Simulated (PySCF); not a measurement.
Structure with atom numbers: `[F:1][Si:2]([F:3])([F:4])[SH:5]`. Hydrogens are named by the atom that carries them.

Calculated, not measured (PySCF 2.14.0 with density-fitted response routines): NMR shieldings at B97-2/pcSseg-2/GIAO, geometry: PBE0-D3(BJ)/def2-TZVP. Equivalent nuclei averaged, in vacuum, relativity neglected, one conformer.

Referencing at the same level of theory: $^{1}$H (31.64 ppm), $^{29}$Si (348.46 ppm) against TMS; $^{19}$F (175.98 ppm) against CFCl3; CS2 for $^{33}$S (517.10 ppm).

| atoms | nucleus | count | δ (ppm) |
| --- | --- | --- | --- |
| F1/F3/F4 | $^{19}$F | 3 | ? |
| Si2 | $^{29}$Si | 1 | -59.7 |
| S5 | $^{33}$S | 1 | ? |
| H(S5) | $^{1}$H | 1 | 0.80 |

Estimate the values marked ?.

Answers


- F1/F3/F4: -135.7 ppm, fluorine bonded to Si
- S5: -221 ppm, sulfur bonded to Si, H

Exchangeable OH/NH protons stand at their gas-phase positions; hydrogen bonding in a real sample shifts them, mostly to higher δ. Unscaled 19F shifts against computed CFCl3 carry errors that often reach 10 to 50 ppm.
